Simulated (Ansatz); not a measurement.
`CN[SiH2]O` + `[AlH2][O][SiH2]S` → `O[SiH2]O[SiH2]S` + `C[NH][AlH2]`  (redistribution)

Program: Ansatz. Geometries: PBE0-D4/def2-TZVP. ΔE: electronic, gas phase. CBS: MP2 limit from def2 TZ/QZ plus the TZ coupled-cluster correction, frozen cores. Functionals use def2-TZVPP. B3LYP here is the variant with VWN-RPA as its local correlation; programs differ in this. HSE06 is defined as in plane-wave codes. Each species was taken in one conformer, which may not be the lowest.

```json
{"level": "LDA (SPW92)", "ΔE (kJ/mol)": "-3.1", "difference from CCSD(T)/CBS": "-4.0"}
{"level": "revPBE-D4", "ΔE (kJ/mol)": "-1.8", "difference from CCSD(T)/CBS": "-2.7"}
{"level": "BLYP-D4", "ΔE (kJ/mol)": "-2.4", "difference from CCSD(T)/CBS": "-3.3"}
{"level": "r2SCAN-D4", "ΔE (kJ/mol)": "-1.4", "difference from CCSD(T)/CBS": "-2.3"}
{"level": "B97M-V", "ΔE (kJ/mol)": "-1.7", "difference from CCSD(T)/CBS": "-2.6"}
{"level": "PBE0-D4", "ΔE (kJ/mol)": "0.3", "difference from CCSD(T)/CBS": "-0.6"}
{"level": "r2SCANh-D4", "ΔE (kJ/mol)": "-0.7", "difference from CCSD(T)/CBS": "-1.6"}
{"level": "r2SCAN0-D4", "ΔE (kJ/mol)": "0.3", "difference from CCSD(T)/CBS": "-0.6"}
{"level": "HSE06-D4", "ΔE (kJ/mol)": "0.3", "difference from CCSD(T)/CBS": "-0.6"}
{"level": "BHLYP-D4", "ΔE (kJ/mol)": "0.5", "difference from CCSD(T)/CBS": "-0.4"}
{"level": "ωB97X-V", "ΔE (kJ/mol)": "1.3", "difference from CCSD(T)/CBS": "0.4"}
{"level": "ωB97M-V", "ΔE (kJ/mol)": "0.9", "difference from CCSD(T)/CBS": "0.0"}
{"level": "B2PLYP", "ΔE (kJ/mol)": "2.4", "difference from CCSD(T)/CBS": "1.5"}
{"level": "PBE-QIDH", "ΔE (kJ/mol)": "2.5", "difference from CCSD(T)/CBS": "1.6"}
{"level": "PBE", "ΔE (kJ/mol)": "1.1", "difference from CCSD(T)/CBS": "0.2"}
{"level": "revPBE", "ΔE (kJ/mol)": "3.5", "difference from CCSD(T)/CBS": "2.6"}
{"level": "r2SCAN", "ΔE (kJ/mol)": "-0.8", "difference from CCSD(T)/CBS": "-1.7"}
{"level": "PBE0", "ΔE (kJ/mol)": "2.5", "difference from CCSD(T)/CBS": "1.6"}
{"level": "B3LYP", "ΔE (kJ/mol)": "3.3", "difference from CCSD(T)/CBS": "2.4"}
{"level": "r2SCANh", "ΔE (kJ/mol)": "0.0", "difference from CCSD(T)/CBS": "-0.9"}
{"level": "r2SCAN0", "ΔE (kJ/mol)": "1.0", "difference from CCSD(T)/CBS": "0.1"}
{"level": "HSE06", "ΔE (kJ/mol)": "2.4", "difference from CCSD(T)/CBS": "1.5"}
{"level": "BHLYP", "ΔE (kJ/mol)": "3.9", "difference from CCSD(T)/CBS": "3.0"}
{"level": "CAM-B3LYP", "ΔE (kJ/mol)": "3.1", "difference from CCSD(T)/CBS": "2.2"}
{"level": "RPA@PBE/def2-TZVPP", "ΔE (kJ/mol)": "-0.6", "difference from CCSD(T)/CBS": "-1.5"}
{"level": "HF/def2-SVP", "ΔE (kJ/mol)": "8.6", "difference from CCSD(T)/CBS": "7.7"}
{"level": "MP2/def2-SVP", "ΔE (kJ/mol)": "2.3", "difference from CCSD(T)/CBS": "1.4"}
{"level": "CCSD/def2-SVP", "ΔE (kJ/mol)": "2.1", "difference from CCSD(T)/CBS": "1.2"}
{"level": "CCSD(T)/def2-SVP", "ΔE (kJ/mol)": "0.6", "difference from CCSD(T)/CBS": "-0.3"}
{"level": "HF/def2-TZVPP", "ΔE (kJ/mol)": "5.9", "difference from CCSD(T)/CBS": "5.0"}
{"level": "MP2/def2-TZVPP", "ΔE (kJ/mol)": "1.7", "difference from CCSD(T)/CBS": "0.8"}
{"level": "SCS-MP2/def2-TZVPP", "ΔE (kJ/mol)": "1.9", "difference from CCSD(T)/CBS": "1.0"}
{"level": "CCSD/def2-TZVPP", "ΔE (kJ/mol)": "1.8", "difference from CCSD(T)/CBS": "0.9"}
{"level": "CCSD(T)/def2-TZVPP", "ΔE (kJ/mol)": "0.5", "difference from CCSD(T)/CBS": "-0.4"}
{"level": "HF/def2-QZVPP", "ΔE (kJ/mol)": "6.2", "difference from CCSD(T)/CBS": "5.3"}
{"level": "MP2/def2-QZVPP", "ΔE (kJ/mol)": "2.0", "difference from CCSD(T)/CBS": "1.1"}
{"level": "SCS-MP2/def2-QZVPP", "ΔE (kJ/mol)": "2.3", "difference from CCSD(T)/CBS": "1.4"}
{"level": "HF/CBS(def2)", "ΔE (kJ/mol)": "6.2", "difference from CCSD(T)/CBS": "5.3"}
{"level": "MP2/CBS(def2)", "ΔE (kJ/mol)": "2.1", "difference from CCSD(T)/CBS": "1.2"}
{"level": "CCSD/CBS(def2)", "ΔE (kJ/mol)": "2.2", "difference from CCSD(T)/CBS": "1.3"}
{"level": "CCSD(T)/CBS", "ΔE (kJ/mol)": "0.9", "difference from CCSD(T)/CBS": "0"}
```

Largest T1 diagnostic among the species: 0.012.

In def2-TZVPP, CCSD(T) changes the Hartree–Fock value by −5.4 kJ/mol (the triples alone add −1.3 kJ/mol) and MP2 by −4.2 kJ/mol. The D4 term adds −4.0 kJ/mol with B3LYP and −2.2 kJ/mol with PBE0; it sums over pairs of atoms, weighted by their polarisabilities, and B3LYP, whose exchange is more repulsive, gets the larger term. Leaving LDA and LC-ωPBE aside and taking each functional with its dispersion term where it has one, the values spread over 4.9 kJ/mol, from BLYP-D4 to PBE-QIDH. LDA lies −4.2 kJ/mol from PBE without D4.
